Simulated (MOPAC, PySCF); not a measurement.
H$_{4}$Sn, SMILES `[SnH4]`, neutral singlet in the gas phase. 

Cartesian coordinates (Å):
```xyz
5

Sn     0.0000     0.0000     0.0000
H     -1.1079    -1.0761    -0.7478
H     -0.8436     1.3766     0.5815
H      0.7721    -0.7937     1.3110
H      1.1795     0.4933    -1.1447
```
Charge 0, multiplicity 1.

All levels are single points at this geometry (PBE-D3(BJ)/def2-TZVP); Pople sets use spherical d functions. Orbital energies aren't observables, and empty levels follow the basis.

```csv
level,HOMO (eV),LUMO (eV),gap (eV),dipole (D),"vertical IE, Delta-SCF (eV)"
PBE-D3(BJ)/def2-TZVP in PySCF,-7.92,-0.40,7.52,0.00,–
B3LYP/6-311+G** (LANL2DZ on Sn) in PySCF,-9.01,0.52,9.53,0.00,–
BP86/6-31G* (LANL2DZ on Sn) in PySCF,-8.21,0.33,8.54,0.00,–
PBE/6-31G* (LANL2DZ on Sn) in PySCF,-8.09,0.35,8.44,0.00,11.44
AM1 in MOPAC,-10.66,-0.21,10.45,0.00,–
PM7 in MOPAC,-11.32,3.09,14.40,0.00,–
```
